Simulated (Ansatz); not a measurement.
A nudged elastic band was laid between two geometries of C2H9BOSi (14 atoms, charge 0, multiplicity 1).

Level of theory: Ansatz, RKS r2SCAN/6-31G.

```
movable images  : 7
climbing image  : yes
spring          : 5.0 eV/Å²
optimiser       : quadratic models (default)
start path      : IDPP
force threshold : 0.05 eV/Å
iteration limit : 33
end points      : relaxed
```

Image 0:

```xyz
14
Properties=species:S:1:pos:R:3
C -1.221 0.144 -1.129
C -0.504 -0.883 -0.222
O -1.559 -1.825 0.184
B 0.237 -0.137 0.933
Si 1.801 1.106 0.576
H -0.504 0.783 -1.656
H -1.907 0.769 -0.547
H -1.814 -0.412 -1.863
H 0.228 -1.423 -0.858
H -1.304 -2.259 1.023
H -0.132 -0.277 2.070
H 2.270 1.106 -0.856
H 1.414 2.523 0.927
H 2.981 0.756 1.448
```

Image 8:

```xyz
14
Properties=species:S:1:pos:R:3
C -1.226 0.053 -1.011
C -0.447 -0.894 -0.063
O -1.370 -1.827 0.595
B 0.301 -0.051 1.022
Si 1.846 1.174 0.540
H -0.557 0.735 -1.548
H -1.959 0.641 -0.446
H -1.773 -0.538 -1.758
H 0.286 -1.458 -0.675
H -1.845 -2.345 -0.091
H -0.076 -0.098 2.157
H 2.267 1.104 -0.907
H 1.480 2.610 0.832
H 3.059 0.863 1.382
```

Task: What changes between the two ends?

Result: No bond is made or broken. The dihedral H9–C2–O3–H10 goes from 90 to -60°.

Task: Give the energies along the band, and the barrier.

Result: The forces met the threshold. The highest image is number 4 of 0 to 8, 2.5 kcal/mol above the first end and 2.0 kcal/mol above the last; the last end lies 0.6 kcal/mol above the first. A vibrational analysis at the climbing image gives one clearly imaginary mode, 341i cm⁻¹: a first-order saddle point. Limits of this set-up: no polarisation functions.

```
image  path coordinate (Å)  energy (kcal/mol)  dihedral H9–C2–O3–H10 (°)
    0                 0.00                0.0                         90
    1                 0.33                0.0                         84
    2                 0.65                0.5                         63
    3                 0.98                1.7                         36
    4                 1.31                2.5                          6
    5                 1.57                2.0                        -19
    6                 1.84                1.0                        -41
    7                 2.10                0.6                        -57
    8                 2.36                0.6                        -60
```

Task: What is the geometry of the highest image?

Result: 
```xyz
14
Properties=species:S:1:pos:R:3
C -1.255 0.089 -1.059
C -0.495 -0.859 -0.096
O -1.504 -1.770 0.494
B 0.210 0.024 0.988
Si 1.838 1.159 0.547
H -0.576 0.770 -1.585
H -1.996 0.676 -0.505
H -1.793 -0.518 -1.796
H 0.231 -1.437 -0.696
H -1.261 -2.697 0.302
H -0.266 0.087 2.085
H 2.351 0.973 -0.860
H 1.525 2.625 0.721
H 2.977 0.850 1.487
```

Task: What are the harmonic wavenumbers there?

Result: 341i, 51, 77, 150, 181, 258, 333, 418, 432, 495, 699, 773, 845, 851, 916, 919, 931, 963, 1026, 1048, 1155, 1229, 1297, 1388, 1435, 1523, 1544, 2134, 2152, 2155, 2644, 2979, 3041, 3142, 3143, 3647 cm⁻¹.

The band took 10 iterations and about 8 core-minutes.

Run time: 7.7 min on 1 thread of Arm Neoverse V2, on a shared host, peak memory 0.15 GiB.
